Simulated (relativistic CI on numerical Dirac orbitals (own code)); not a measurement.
# Ligand-field terms of d3

Computed with a parametric ligand-field model of a d^n configuration (Racah B and C, spin-orbit zeta, crystal field), exact diagonalisation.

Field parameters in Wybourne normalisation: D3d B²₀ = −7Dσ, B⁴₀ = −14Dq − 21Dτ, B⁴₃ = −14√(10/7) Dq; Oh B⁴₀ = 21Dq, B⁴₄ = √(5/14) B⁴₀; Td as Oh with Dq negative (B⁴₀ = 21Dq, B⁴₄ = √(5/14) B⁴₀). The field is a parameter set, without covalency.

**Question.** Ground term and bands for B = 890, C = 4200, ζ = 0 cm⁻¹, Td, 10Dq = -1800 cm⁻¹?

**Answer.** Ground term 4T1 with 1.84 electrons in the two orbitals of the cubic e set. Spin-allowed: 4T2 1476 cm⁻¹, 4A2 3276 cm⁻¹ (3053 nm), 4T1 14502 cm⁻¹ (690 nm). Lowest spin-forbidden: 2E 16242 cm⁻¹ (616 nm), 2T2 16801 cm⁻¹ (595 nm), 2T1 17012 cm⁻¹ (588 nm).

**Question.** Ground term and bands for B = 670, C = 2370, ζ = 0 cm⁻¹, D3d, 10Dq = 13550, Dσ = 1200, Dτ = 20 cm⁻¹?

**Answer.** Ground term 4A2 with 0.01 electrons in the two orbitals of the cubic e set. Spin-allowed: 4A1 12648 cm⁻¹ (791 nm), 4E 14102 cm⁻¹ (709 nm), 4E 20275 cm⁻¹ (493 nm), 4A2 20520 cm⁻¹ (487 nm). Lowest spin-forbidden: 2E 10926 cm⁻¹ (915 nm), 2A2 12118 cm⁻¹ (825 nm), 2E 12779 cm⁻¹ (783 nm).

**Question.** Ground term and bands for B = 660, C = 2920, ζ = 0 cm⁻¹, D3d, 10Dq = 11400, Dσ = 1200, Dτ = 390 cm⁻¹?

**Answer.** Ground term 4A2 with 0.00 electrons in the two orbitals of the cubic e set. Spin-allowed: 4A1 10915 cm⁻¹ (916 nm), 4E 12887 cm⁻¹ (776 nm), 4A2 17578 cm⁻¹ (569 nm), 4E 20859 cm⁻¹ (479 nm). Lowest spin-forbidden: 2E 10366 cm⁻¹ (965 nm), 2A2 13894 cm⁻¹ (720 nm), 2E 14161 cm⁻¹ (706 nm).

**Question.** Ground term and bands for B = 770, C = 3680, ζ = 0 cm⁻¹, D3d, 10Dq = 33950, Dσ = -1200, Dτ = -380 cm⁻¹?

**Answer.** Ground term 4A2 with 0.00 electrons in the two orbitals of the cubic e set. Spin-allowed: 4E 30543 cm⁻¹ (327 nm), 4A1 34546 cm⁻¹ (289 nm), 4E 40972 cm⁻¹ (244 nm), 4A2 42663 cm⁻¹ (234 nm). Lowest spin-forbidden: 2E 14564 cm⁻¹ (687 nm), 2E 17299 cm⁻¹ (578 nm), 2A2 17719 cm⁻¹ (564 nm).

**Question.** A d3 ion in Oh symmetry has the ground term 4A2 and bands at 2E 6307 cm⁻¹ (1586 nm), 2T1 6445 cm⁻¹ (1551 nm), 2T2 10358 cm⁻¹ (965 nm), 4T2 33250 cm⁻¹ (301 nm), 4T1 36857 cm⁻¹ (271 nm), 4T1 67543 cm⁻¹ (148 nm). Which parameters reproduce them?

**Answer.** B = 310, C = 1240, ζ = 0 cm⁻¹, Oh, 10Dq = 33250 cm⁻¹.
